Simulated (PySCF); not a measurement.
Worked example: entropy of an ideal gas

PbBr, SMILES [Br][Pb+] (connectivity only; charge and spin as stated), charge +1, multiplicity 1.

The structure is a stationary point at PBE-D3(BJ)/def2-TZVP. The multiplicity is an assumed one; other spin states were not compared. The def2 effective core potentials stand for the cores of Pb; spin–orbit coupling is left out.

PBE-D3(BJ)/def2-TZVP in PySCF 2.14.0 gives the harmonic wavenumbers 250 cm⁻¹ and the rotational temperature 0.0667 K. The molar mass is 287.10 g/mol, the symmetry number 1, the spin multiplicity 1.

Problem. Work out the entropy at 298.15 K and 1 atm in the rigid-rotor, harmonic-oscillator model.

Solution. 
Translation (Sackur–Tetrode at 1 atm): S = R[1.5 ln M + 2.5 ln T − 1.16487] = 179.3 J/(mol K).
Rotation: q = T/(σ θ) = 4470, S = R[ln q + 1] = 78.2 J/(mol K).
Vibration: with u = 1.4388 ν/T, each mode gives R[u/(e^u − 1) − ln(1 − e^−u)]:
```
ν (cm⁻¹)  modes     u  S (J/(mol K))
--------  -----  ----  -------------
250           1  1.21           7.24
```
These are all the modes. Sum 7.2 J/(mol K).
Spin: R ln 1 = 0.0 J/(mol K).
Total 264.8 J/(mol K); the program's own thermochemistry gives 264.8. Translation makes up 68 % and vibration 3 %. Anharmonicity, hindered rotation and orbital degeneracy are left out.
